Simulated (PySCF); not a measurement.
Polarisability and C₆ of Au⁻ (gold, charge -1)

[Xe] 4f14 5d10 6s2, closed-shell 1S. All numbers are calculated (PySCF 2.14, scalar relativity through the core potential, in aug-cc-pVTZ-PP with ECP60MDF). Coupled (time-dependent) response in atomic units; α is the mean over directions.

```
method  mean α (bohr³)  C₆ (like pair)  S(−4)
   UHF           201.6            2991  30070
  PBE0           125.5            1596  12020
```

S(−4) is the Cauchy moment in α(ω) = α(0) + S(−4) ω² + …

α(iu) at UHF:

```tsv
u (hartree)	α(iu) (bohr³)
0	201.6
0.0500	150.1
0.100	93.16
0.200	45.38
0.300	28.35
0.500	15.78
0.750	10.02
1.00	7.195
1.50	4.353
2.00	2.949
3.00	1.616
5.00	0.6948
```

For an ion, C₆ is the dispersion term alone; charge-induced terms of lower order in 1/R come first.

Energies and moments cover only the electrons outside the core potential. Spin-orbit coupling, which splits the p, d and f shells strongly at this Z, is absent.
